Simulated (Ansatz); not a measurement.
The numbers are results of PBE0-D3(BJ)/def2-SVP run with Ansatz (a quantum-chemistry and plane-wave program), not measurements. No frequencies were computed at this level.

Ansatz 0.2 input:
```yaml
crystal:
  periodic: [false, false, false]
  atoms:
    - { symbol: B, position_ang: [-3.833315, -1.839981, -0.261127] }
    - { symbol: C, position_ang: [-2.462886, -1.237728, 0.027481] }
    - { symbol: C, position_ang: [-1.558138, -0.723106, -0.864304] }
    - { symbol: C, position_ang: [-0.360998, -0.237384, -0.282786] }
    - { symbol: C, position_ang: [0.750442, 0.338933, -0.902722] }
    - { symbol: C, position_ang: [1.82431, 0.744822, -0.129565] }
    - { symbol: C, position_ang: [2.960478, 1.32894, -0.740699] }
    - { symbol: C, position_ang: [3.926202, 1.822393, -1.255509] }
    - { symbol: C, position_ang: [1.799838, 0.581463, 1.269406] }
    - { symbol: C, position_ang: [0.714924, 0.016805, 1.896693] }
    - { symbol: C, position_ang: [-0.364709, -0.393141, 1.121616] }
    - { symbol: S, position_ang: [-1.83258, -1.12834, 1.67114] }
    - { symbol: H, position_ang: [-4.493599, -2.245443, 0.613204] }
    - { symbol: H, position_ang: [-4.205632, -1.889186, -1.367868] }
    - { symbol: H, position_ang: [-1.747859, -0.694022, -1.923447] }
    - { symbol: H, position_ang: [0.768817, 0.464681, -1.975162] }
    - { symbol: H, position_ang: [4.767899, 2.252845, -1.710151] }
    - { symbol: H, position_ang: [2.652452, 0.908461, 1.845716] }
    - { symbol: H, position_ang: [0.694343, -0.109585, 2.968087] }
basis:
  gaussian: { orbitals: def2-svp }
hamiltonian:
  xc: pbe0
  dispersion: d3bj
relax:
  max_steps: 150
```

Output:

```
Functional definition: PBE0
2399 factors; integrals over basis functions are off by at most 3.7e-4 eV
mean field evaluation 1: about -21952.1546 eV, gradient 6.6e1 eV
mean field evaluation 2: about -21942.4640 eV, gradient 8.9e1 eV
mean field evaluation 4: about -21964.3464 eV, gradient 1.2e1 eV
mean field evaluation 8: about -21964.7979 eV, gradient 4.6e-1 eV
mean field evaluation 16: about -21964.7985 eV, gradient 3.6e-4 eV
mean field -21964.79853670 eV, -807.1914579485 hartree, gradient 8.4e-5 eV, S^2 0.000000; 0 other end points of the search recorded, 0 dependent functions left out
reference -21964.79857227 eV, -807.1914592556 hartree; 44, 44 occupied and 163, 163 virtual orbitals, 2399 factors
relax step   1: F+E_penalty+E_count = -21965.39365951 eV  Δ(F+E_penalty+E_count) = +0.000e0 eV  max|allowed force component| = 9.697e-1 eV/Å  Δτ_max = 0.0000 Å  (31 SCF iters, accepted)
these checks for a lower state are left out or cut short: starts, cluster_reference, orbital_swaps, neighbouring_geometries, increment
2399 factors; integrals over basis functions are off by at most 3.9e-4 eV
mean field -21964.89376511 eV, -807.1949575282 hartree, gradient 2.0e-5 eV, S^2 0.000000; 0 other end points of the search recorded, 0 dependent functions left out
reference -21964.89380104 eV, -807.1949588483 hartree; 44, 44 occupied and 163, 163 virtual orbitals, 2399 factors
relax step   2: F+E_penalty+E_count = -21965.48679788 eV  Δ(F+E_penalty+E_count) = -9.314e-2 eV  max|allowed force component| = 2.734e-1 eV/Å  Δτ_max = 0.0534 Å  (35 SCF iters, accepted)
these checks for a lower state are left out or cut short: starts, cluster_reference, orbital_swaps, neighbouring_geometries, increment
2399 factors; integrals over basis functions are off by at most 4.1e-4 eV
mean field evaluation 32: about -21964.9017 eV, gradient 2.0e-5 eV
mean field -21964.90170312 eV, -807.1952492446 hartree, gradient 2.0e-5 eV, S^2 0.000000; 0 other end points of the search recorded, 0 dependent functions left out
reference -21964.90173915 eV, -807.1952505688 hartree; 44, 44 occupied and 163, 163 virtual orbitals, 2399 factors
relax step   3: F+E_penalty+E_count = -21965.49410933 eV  Δ(F+E_penalty+E_count) = -7.311e-3 eV  max|allowed force component| = 1.116e-1 eV/Å  Δτ_max = 0.0165 Å  (36 SCF iters, accepted)
these checks for a lower state are left out or cut short: starts, cluster_reference, orbital_swaps, neighbouring_geometries, increment
2399 factors; integrals over basis functions are off by at most 4.1e-4 eV
mean field -21964.90188989 eV, -807.1952561083 hartree, gradient 1.6e-5 eV, S^2 0.000000; 0 other end points of the search recorded, 0 dependent functions left out
reference -21964.90192593 eV, -807.1952574326 hartree; 44, 44 occupied and 163, 163 virtual orbitals, 2399 factors
relax step   4: F+E_penalty+E_count = -21965.49425917 eV  Δ(F+E_penalty+E_count) = -1.498e-4 eV  max|allowed force component| = 6.820e-2 eV/Å  Δτ_max = 0.0089 Å  (28 SCF iters, accepted)
these checks for a lower state are left out or cut short: starts, cluster_reference, orbital_swaps, neighbouring_geometries, increment
2399 factors; integrals over basis functions are off by at most 4.1e-4 eV
mean field -21964.90220482 eV, -807.1952676818 hartree, gradient 1.9e-5 eV, S^2 0.000000; 0 other end points of the search recorded, 0 dependent functions left out
reference -21964.90224085 eV, -807.1952690059 hartree; 44, 44 occupied and 163, 163 virtual orbitals, 2399 factors
relax step   5: F+E_penalty+E_count = -21965.49460463 eV  Δ(F+E_penalty+E_count) = -3.455e-4 eV  max|allowed force component| = 1.572e-2 eV/Å  Δτ_max = 0.0069 Å  (27 SCF iters, accepted)
these checks for a lower state are left out or cut short: starts, cluster_reference, orbital_swaps, neighbouring_geometries, increment
2399 factors; integrals over basis functions are off by at most 4.1e-4 eV
mean field -21964.90220797 eV, -807.1952677974 hartree, gradient 4.5e-5 eV, S^2 0.000000; 0 other end points of the search recorded, 0 dependent functions left out
reference -21964.90224399 eV, -807.1952691213 hartree; 44, 44 occupied and 163, 163 virtual orbitals, 2399 factors
relax step   6: F+E_penalty+E_count = -21965.49462732 eV  Δ(F+E_penalty+E_count) = -2.269e-5 eV  max|allowed force component| = 5.300e-3 eV/Å  Δτ_max = 0.0011 Å  (24 SCF iters, accepted)
2399 factors; integrals over basis functions are off by at most 4.1e-4 eV
mean field evaluation 64: about -21964.9022 eV, gradient 1.8e-3 eV
mean field -21964.90220797 eV, -807.1952677974 hartree, gradient 4.5e-5 eV, S^2 0.000000; 1 other end points of the search recorded, 0 dependent functions left out
reference -21964.90224399 eV, -807.1952691213 hartree; 44, 44 occupied and 163, 163 virtual orbitals, 2399 factors
Total energy: -21965.49466334 eV, -807.2170401309 hartree
Atom 0 at    -3.844544    -1.842353    -0.251281 Å, force    -0.000389    -0.001111    -0.000355 eV/Å
Atom 1 at    -2.470778    -1.244847     0.040021 Å, force    -0.004562     0.000384     0.004187 eV/Å
Atom 2 at    -1.569174    -0.732140    -0.870684 Å, force     0.005300     0.001876    -0.003847 eV/Å
Atom 3 at    -0.365736    -0.243980    -0.284206 Å, force    -0.003071    -0.001318    -0.000567 eV/Å
Atom 4 at     0.754085     0.336921    -0.905883 Å, force     0.002551     0.001109     0.001627 eV/Å
Atom 5 at     1.837016     0.749840    -0.135058 Å, force    -0.000530     0.001178    -0.002466 eV/Å
Atom 6 at     2.983060     1.341436    -0.749772 Å, force    -0.000275    -0.002165    -0.002076 eV/Å
Atom 7 at     3.959546     1.843619    -1.265635 Å, force    -0.000647     0.000832    -0.000304 eV/Å
Atom 8 at     1.801623     0.580860     1.276243 Å, force     0.000599    -0.000061     0.002077 eV/Å
Atom 9 at     0.713268     0.013262     1.907902 Å, force    -0.000243     0.000218    -0.001231 eV/Å
Atom 10 at    -0.376387    -0.402172     1.128581 Å, force     0.001546     0.000490     0.000741 eV/Å
Atom 11 at    -1.841583    -1.133248     1.670326 Å, force     0.000250    -0.000652     0.000700 eV/Å
Atom 12 at    -4.544617    -2.261189     0.639455 Å, force    -0.001033     0.000376    -0.002533 eV/Å
Atom 13 at    -4.224729    -1.890404    -1.397444 Å, force     0.002947     0.000582     0.000971 eV/Å
Atom 14 at    -1.774715    -0.709817    -1.942563 Å, force    -0.002235    -0.001198     0.001506 eV/Å
Atom 15 at     0.776572     0.464734    -1.989709 Å, force    -0.000598    -0.000439     0.000371 eV/Å
Atom 16 at     4.822877     2.288091    -1.725315 Å, force    -0.000228     0.000006     0.001900 eV/Å
Atom 17 at     2.661002     0.911578     1.862316 Å, force    -0.000437    -0.000348    -0.000327 eV/Å
Atom 18 at     0.703200    -0.108764     2.992710 Å, force     0.001056     0.000242    -0.000376 eV/Å
Dipole moment:     0.280463     0.131707    -0.029339 e Å
```

Cost: roughly 4 core-minutes.
